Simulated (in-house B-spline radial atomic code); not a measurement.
How numerical settings move a run on Ta⁺, [Xe] 4f14 5d3 6s1. Computed with an all-electron radial atomic-structure program (B-spline basis): Dirac-Hartree-Fock, average of configuration, Fermi nucleus of rms radius 5.3507 fm.

Command:
```bash
python run_scf.py task.json out
```
Settings of the sound reference run:
```
Z                73
electrons        72
configuration    [Xe] 4f14 5d3 6s1
hamiltonian      dirac
method           hf
spin_polarised   False
nucleus          fermi
rms_radius       5.3507
mass_number      181
atomic_mass      180.948
speed_of_light   137.036
knot_spacing     0.22
spline_order     8
gauss_points     12
box_radius       35.29
max_iterations   70
damping          0.5
damped_steps     3
diis_vectors     10
tolerance        1e-08
start            Thomas-Fermi
```

Cost of the run: 1.6 s on 1 thread of Arm Neoverse V2, with other jobs on the host.

It converges in 11 iterations to -15616.336491 hartree, with 6s1/2 at -13.6979 eV. The other runs change the listed settings, some to values that make no sense; their results aren't properties of the atom or ion. Radii are in bohr (the nuclear one in fm), a minus after a letter asks for a j subshell, and «unchanged» means within 1e-8 hartree. The run stops when the residual is below 10 × tolerance × max(1, Z/10), or a noise floor if that is larger, and the energy moves by less than 1e-8 × √|E| hartree; so very loose and very tight tolerances often act alike.

| changed settings | outcome |
| --- | --- |
| box_radius = 1.41, max_iterations = 50, diis_vectors = 2 | converged in 10 iterations, energy +6.41e+01 hartree from the reference, 6s1/2 level +4.9e+02 eV (the program warns: 6s1/2 has a positive eigenvalue: unbound, held by the box; 5s1/2 has a positive eigenvalue: unbound, held by the box) |
| spline_order = 5, max_iterations = 50, damping = 0, tolerance = 0.001 | converged in 10 iterations, energy +4.10e-04 hartree from the reference, 6s1/2 level +1.7e-04 eV |
| knot_spacing = 1 | converged in 10 iterations, energy +2.31e+02 hartree from the reference, 6s1/2 level +3.7e+00 eV (the program warns: 6s1/2 reaches the box edge; 3s1/2 reaches the box edge) |
| gauss_points = 4 | converged in 11 iterations, energy +9.26e-06 hartree from the reference, 6s1/2 level -2.8e-07 eV |
| knot_spacing = 0.55 | converged in 11 iterations, energy +2.39e+00 hartree from the reference, 6s1/2 level +7.3e-02 eV |
| spline_order = 10, first_knot = 0.00411, max_iterations = 12, damped_steps = 0 | converged in 9 iterations, energy -1.43e+00 hartree from the reference, 6s1/2 level -2.5e-03 eV |
| electrons = 73, configuration = [Xe] 4f14 5d3 6s1 1f1, max_iterations = 75 | stopped with error: there is no 1f shell |
| knot_spacing = 0.75 | converged in 10 iterations, energy +7.62e+01 hartree from the reference, 6s1/2 level +1.0e+00 eV (the program warns: 3s1/2 reaches the box edge; 3p3/2 reaches the box edge) |
| knot_spacing = 0.15 | converged in 10 iterations, energy -2.37e-07 hartree from the reference, 6s1/2 level +1.5e-05 eV |
| knot_spacing = 0.1 | converged in 10 iterations, energy -2.10e-07 hartree from the reference, 6s1/2 level +1.5e-05 eV |
| damping = 0 | converged in 11 iterations, energy unchanged, 6s1/2 level +4.0e-06 eV |
| knot_spacing = 2 | converged in 9 iterations, energy +3.33e+03 hartree from the reference, 6s1/2 level +5.2e+00 eV (the program warns: 6s1/2 reaches the box edge; 1s1/2 reaches the box edge) |
| electrons = 80, configuration = [Xe] 4f14 5d3 6s1 8s2 8p6, max_iterations = 60 | not converged after 60 iterations, last residual 1.7e-02 |
| box_radius = 17.64, max_iterations = 75, damped_steps = 30 | converged in 21 iterations, energy unchanged, 6s1/2 level -5.7e-06 eV |
| first_knot = 1.37e-05, max_iterations = 60, tolerance = 0.001, start = bare nucleus | converged in 13 iterations, energy +3.00e-08 hartree from the reference, 6s1/2 level -8.6e-06 eV |

Q: What happens with gauss_points = 5?

A: Converged in 10 iterations, energy -2.79e-07 hartree from the reference, 6s1/2 level +1.5e-05 eV.

Q: What happens with method = tpss,tpss?

A: Stopped with error: meta-GGAs are not served with the Dirac Hamiltonian.

Q: What happens with damping = 0.2?

A: Converged in 11 iterations, energy unchanged, 6s1/2 level +4.7e-07 eV.

Q: What happens with knot_spacing = 0.3?

A: Converged in 11 iterations, energy +7.11e-05 hartree from the reference, 6s1/2 level +7.6e-07 eV.
